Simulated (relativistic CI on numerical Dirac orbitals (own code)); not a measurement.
Computed by Dirac-Coulomb-Breit CI, separate exchange-only KLI orbitals for each configuration, model QED, unscaled Slater integrals (own radial code, finite nucleus).

The strongest absorption lines from the ground level of an ion, among the configurations computed and to levels below about 844 eV (vacuum wavelength in nm, gf): 2.0388 (0.78), 2.7452 (0.033), 2.7468 (0.024), 2.9800 (0.016), 3.1512 (0.084), 3.1671 (0.83), 3.2446 (1.2), 3.3058 (0.28).

Problem. Which ion is it?
A. Hf49+
B. Hf51+
C. Hg59+
D. Hf53+

Solution. B. Hf51+ has 21 electrons and the ground level 3s²3p⁶3d³ ⁴F3/2; the strongest line goes to 3s²3p⁵3d⁴ ⁴G°5/2. The pattern of lines fixes the number of electrons, and along that sequence the line energies rise steadily with the charge (about as its square where n changes within one kind of shell, about linearly where n is kept but much faster in heavy ions where fine structure, which grows about as Z⁴, sets the gap, and irregularly where shells cross), which fixes Z. Configurations outside the model, such as inner-shell arrays, can give stronger lines. At this charge energies of transitions that change n are usually good to better than 1 %, and those within a shell (Δn = 0) to a few per cent.

LS names give the leading component of a level, which can be under half, so a name can repeat, a term be missing and a line seem to break the LS rules.
